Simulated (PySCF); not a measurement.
Os(OH)3 (H3O3Os), SMILES [OH][Os]([OH])[OH] (connectivity only; charge and spin as stated), neutral, multiplicity 4. Atoms are numbered in the order given.

```xyz
7

Os    -0.0331    -0.0729    -0.0028
O     -1.1767    -1.5605    -0.1470
H     -1.9246    -1.6877     0.4516
O     -0.1918     1.6456    -0.7351
H      0.5724     2.2102    -0.5358
O      1.6140     0.5300     0.7273
H      1.9058     0.0938     1.5371
```
Charge 0, spin multiplicity 4.

Coordinates come from a PBE0-D3(BJ)/def2-SVP optimisation. The multiplicity is an assumed one; other spin states were not compared. The def2 effective core potentials stand for the cores of Os; spin–orbit coupling is left out. The values are those of a single conformer.

All values below come from ωB97X/def2-TZVPD (PySCF).

Mulliken values depend strongly on the basis, most of all with diffuse functions as here. ESP charges are fitted to the potential on shells at 1.4 to 2.0 van der Waals radii. Atomic charges (e):

| atom | Mulliken | ESP fit | Mulliken spin |
|---|---|---|---|
| Os1 | 0.90 | [?] | 2.63 |
| O2 | -0.62 | [?] | 0.07 |
| H3 | 0.31 | [?] | 0.02 |
| O4 | -0.60 | [?] | 0.10 |
| H5 | 0.33 | [?] | 0.03 |
| O6 | -0.62 | [?] | 0.15 |
| H7 | 0.29 | [?] | 0.00 |

Question: Fill in the missing entries. (The exact figures need the calculation; the answer reports its results.)

Answer: 
- Os1, ESP fit: 0.44
- O2, ESP fit: -0.45
- H3, ESP fit: 0.33
- O4, ESP fit: -0.52
- H5, ESP fit: 0.41
- O6, ESP fit: -0.62
- H7, ESP fit: 0.41
